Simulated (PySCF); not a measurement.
An unknown is described by computed data only.

Formula: C7H13B.

| Property | Result |
| --- | --- |
| 13C NMR | chemical shifts (computed TMS as zero) by class: 152.7 (1 C), 150.0 (1 C), 30.6 (1 C), 26.6 (2 C), 25.9 (2 C) ppm [GIAO CAM-B3LYP/pcSseg-1] |
| XPS | B1s 194.9, C1s 289.6 (×2), C1s 289.8, C1s 290.2, C1s 290.2 (×2), C1s 290.4 eV [ΔSCF SCAN, pcX-2 on the ionised atom, pcseg-1 elsewhere, spin-free X2C] |
| Rotational structure | rotational constants A, B, C: 3.835, 1.326, 1.038 GHz [PBE0-D3(BJ)/def2-SVP] |
| UV, first state | lowest singlet excitation: 4.76 eV (260 nm, f = 0.003) [TDDFT B3LYP/def2-SVPD] |
| 1H NMR | chemical shifts (computed TMS as zero) by class: 6.64 (1 H), 6.58 (1 H), 6.38 (1 H), 1.54 (4 H), 1.50 (2 H), 1.18 (4 H) ppm [GIAO CAM-B3LYP/pcSseg-1] |
| UV, strongest line | among the 10 lowest singlet transitions: S3 at 5.94 eV (209 nm, f = 0.294) [TDDFT B3LYP/def2-SVPD] |
| Dipole | 0.39 D [B3LYP/def2-SVPD] |
| Valence photoelectron | vertical ionisation energy: 9.39 eV [ΔSCF B3LYP/def2-SVPD] |
| Triplet | lowest triplet excitation (Tamm–Dancoff): 3.79 eV [TDA B3LYP/def2-SVPD] |
| NMR, other nuclei | isotropic shieldings of nuclei other than C and H, by class: 22 (1 B) ppm [GIAO CAM-B3LYP/pcSseg-1] |

The electronic properties come from PySCF, for the isolated species, density fitting. Levels stand in brackets. The structure is a single PBE0-D3(BJ)/def2-SVP conformer in the gas phase; no vibrational or solvent corrections. Each NMR value is the plain mean over a class of atoms that symmetry, rotation or inversion makes alike.

Q: Propose a structure and show how it fits.

A: Numbering: `[CH2:1]=[CH:2][B:3]1[CH2:4][CH2:5][CH2:6][CH2:7][CH2:8]1`. 7 carbons fall into 5 classes; from least to most shielded: alkene CH carbon [C2] (152.7 ppm), terminal =CH2 carbon [C1] (150.0 ppm), ring CH2 carbon [C6] (30.6 ppm), ring CH2 carbon [C5/C7] (26.6 ppm, 2 C), ring sp3 carbon bound to boron [C4/C8] (25.9 ppm, 2 C, up to 7.4 ppm apart in this geometry). Hydrogen classes from least to most shielded: 1 H on an alkene CH carbon, C2 (6.64 ppm), 1 H on a terminal =CH2 carbon, C1 (6.58 ppm), 1 H on a terminal =CH2 carbon, C1 (6.38 ppm), 4 H on 2 ring CH2 carbons, C5/C7 (1.54 ppm, a mean of values up to 0.6 ppm apart in this geometry), 2 H on a ring CH2 carbon, C6 (1.50 ppm), 4 H on 2 like atoms (sp3 carbon bound to boron), C4/C8 (1.18 ppm, a mean of values up to 1.3 ppm apart in this geometry). The other shieldings belong to: 22 ppm, three-coordinate boron [B3]. The core levels belong to: B1s 194.9 eV, three-coordinate boron [B3]; C1s 289.6 eV, sp3 carbon bound to boron [C4/C8]; C1s 289.8 eV, alkene CH carbon [C2]; C1s 290.2 eV, ring CH2 carbon [C6]; C1s 290.2 eV, ring CH2 carbon [C5/C7]; C1s 290.4 eV, terminal =CH2 carbon [C1]. One atom of each topological class was ionised and stands for its class. S1 is mainly HOMO→LUMO (weight 0.94); the largest Löwdin shares of the orbital it empties are 0.18 on the three-coordinate boron, 0.17 on an sp3 carbon bound to boron, 0.16 on an sp3 carbon bound to boron and 0.07 on a ring CH2 carbon, of the orbital it fills 0.28 on the terminal =CH2 carbon, 0.25 on the three-coordinate boron, 0.20 on the alkene CH carbon and 0.06 on an sp3 carbon bound to boron. The optimised geometry has point group C1 and is an asymmetric top. Structure: `C=CB1CCCCC1`. Computed isomers that give other values at the same levels: `C=C[C@H]1BCCCC1` (rotational constant A: 4.162 GHz; this holds for the one conformer computed); `BC[C@H]1CCC(=C)C1` (13C chemical shifts (computed TMS as zero) by class: 165.2 (1 C), 114.8 (1 C), 44.5 (1 C), 44.2 (1 C), 43.7 (1 C), 39.1 (1 C), 35.6 (1 C) ppm); `C=C[C@H]1CBCCC1` (smallest rotational constant: 1.127 GHz; this holds for the one conformer computed). The assignments are read from this structure; whether some other isomer fits the data as well wasn't checked.
